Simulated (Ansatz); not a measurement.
The cluster Li14⁺, relaxed as a doublet with UKS PBE/def2-SVP in Ansatz, starting from the GFN1-xTB geometry. Force threshold 0.02 eV/Å.

Another isomer (doublet) lies 0.05 eV lower at PBE0/def2-TZVP; other spin states weren't run for this one.

Start:

Cartesian coordinates in Å:
```
Li 1.579 3.916 1.607
Li -1.485 0.808 1.091
Li -0.293 2.496 2.826
Li -0.434 -2.960 -2.826
Li 1.282 -1.122 -1.812
Li 0.747 -3.474 -0.466
Li -1.824 -4.003 -0.769
Li 1.497 3.474 -1.033
Li -1.050 -2.860 1.510
Li 1.036 -1.261 1.080
Li 1.152 1.543 0.773
Li -1.168 -1.491 -0.777
Li -0.266 1.486 -1.560
Li -0.773 3.449 0.357
```

```
         step  energy (eV)  largest force component (eV/Å)  SCF passes
            1   -2848.9436                           0.883          46
            2   -2850.0081                           0.386          39
            3   -2850.4147                           0.172          36
            4   -2850.6241                           0.094          27
            5   -2850.7692                           0.111          27
            6   -2850.8576                           0.112          27
            7   -2850.9320                           0.084          30
            8   -2850.9734                           0.039          29
            9   -2850.9879                           0.113          37
           10   -2851.0025                           0.046          38
11 (rejected)   -2850.9904                           0.078          30
           12   -2851.0078                           0.009          33
           13   -2851.0091                           0.017          32
           14   -2851.0104                           0.012          33
           15   -2851.0113                           0.011          23
```

Force components are those of the run's own axes.

End:

```xyz
14

Li    1.953    2.964    1.788
Li   -2.437    0.339    0.547
Li   -0.441    1.319    2.789
Li   -0.441   -2.338   -2.948
Li    1.888   -0.415   -1.722
Li    0.862   -3.547   -0.274
Li   -2.306   -3.227   -0.462
Li    1.650    3.106   -1.425
Li   -0.904   -2.166    2.059
Li    1.848   -0.706    1.549
Li    0.437    1.281    0.248
Li   -0.399   -1.249   -0.421
Li   -0.804    1.116   -2.203
Li   -0.906    3.524    0.474
```

Bonds lost: Li1–Li8, Li2–Li13, Li2–Li14, Li3–Li14, Li4–Li5, Li4–Li7, Li5–Li6, Li5–Li10 (atoms count from 1). Bonds formed: Li5–Li11, Li11–Li12 (atoms count from 1). Metal–metal contacts that move far: Li8–Li14 2.66 to 3.21 Å, Li6–Li7 2.64 to 3.19 Å, Li4–Li6 2.69 to 3.21 Å.

The force fell under the threshold at step 12, but the optimiser went on and released 0.003 eV more. No frequencies were taken in this run, so the end may be a saddle point.

It took 30 s on 4 threads of Intel Xeon 6975P-C on a shared host.
